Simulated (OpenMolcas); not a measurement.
# V IV: the spin-orbit constant, Racah parameters, worked from levels

```yaml
Program: OpenMolcas
Basis: ANO-RCC-VQZP [7s6p4d3f2g1h]
Scalar_Hamiltonian: DKH2, point nucleus
Active_space: 2 electrons in 5 orbitals (3d)
State_averaging: 2S+1 = 3 even, 10 roots; 2S+1 = 1 even, 15 roots (14 in the spin-orbit step)
Spin-orbit_coupling: state interaction with AMFI integrals over the reference wave functions, term energies averaged over their components
```

Methods: CASSCF; SS-CASPT2, IPEA 0.25 Eh, imaginary shift 0.1 Eh (closed shells correlated: 3s 3p). Measured levels: Sugar and Corliss, J. Phys. Chem. Ref. Data 7, 1191 (1978).

**The spin-orbit constant.** For the Hund term 3F of d2, E(J) = (A/2) J(J+1) + constant and ζ = 2S·A = 2A. From J = 2 to J = 4 the energy changes by 7 A.

```csv
Source,E(4) - E(2),A,ζ
CASSCF,735.9,105.1,210
SS-CASPT2,738.0,105.4,211
measured,734.7,105.0,210
```

All in cm-1. SS-CASPT2 is off by +0.4 % and CASSCF by +0.2 %. Both methods take the spin-orbit matrix elements from the reference wave functions, so the second can move ζ only through the term energies and any multistate remixing. Second-order mixing with other terms is absorbed into this ζ.

**Racah parameters.** Above 3F, d2 has 3P at 15B, 1G at 12B + 2C and 1D at 5B + 2C. The first two fix B and C, and the third tests them; where it misses by thousands of cm-1, two parameters do not describe the configuration (Trees and configuration-interaction terms are left out) and B and C hang on the terms chosen. Term energies are centres of gravity, weighted by 2J + 1.

| Source | 3P | 1G | B | C | C/B | 1D from B, C | 1D found |
| --- | --- | --- | --- | --- | --- | --- | --- |
| CASSCF | 16340 | 21068 | 1089 | 3998 | 3.67 | 13441 | 13559 |
| SS-CASPT2 | 13487 | 18191 | 899 | 3701 | 4.12 | 11897 | 10071 |

Energies in cm-1. From CASSCF to SS-CASPT2, B changes by -17.4 % and C by -7.4 %.

CASPT2 breaks the degeneracy within a term, and the mean is taken; among the terms shown or strongly mixed into the levels shown the widest spread is 910 cm-1 (3d2 1G, SS-CASPT2). Some high roots are left out of the spin-orbit mixing, which shifts the levels that they would mix with. Without dynamic correlation excited terms often stand tens of per cent too high (terms of higher spin than the ground term too low), and those without a measured partner can miss by more than the paired ones (holds for CASSCF). Measured partners are found by configuration, term and J. A level has none where our copy of the source lacks it or the pairing is in doubt (some pairs that miss far off the trend of their configuration count as doubtful), and it then counts in no deviation. Levels of configurations outside the active space are missing.
